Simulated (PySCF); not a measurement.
Si(H)(F)(Cl)(OMe) (CH4ClFOSi), SMILES CO[SiH](F)Cl.

Geometry optimised at B3LYP-D3(BJ)/def2-SVP. The structure was generated by enumeration, and PubChem lists no compound with its InChIKey, so it may never have been made. The values are those of a single conformer.

All values below come from PBE/def2-TZVP (PySCF).

Gas-phase values at a fixed geometry.

Computed frontier levels, gap, dipole moment and polarisability:
* **highest occupied level**: -7.37 eV
* **lowest empty level**: -0.20 eV
* **orbital gap**: 7.17 eV
* **dipole moment**: 2.16 D
* **quadrupole, principal values (traceless, Buckingham form, about the centre of nuclear charge)**: -5.78, -0.26, 6.04 D·Å
* **mean static polarisability**: 52.3 bohr³ (7.75 Å³)
* **polarisability, principal values**: 44.1, 47.7, 65.0 bohr³
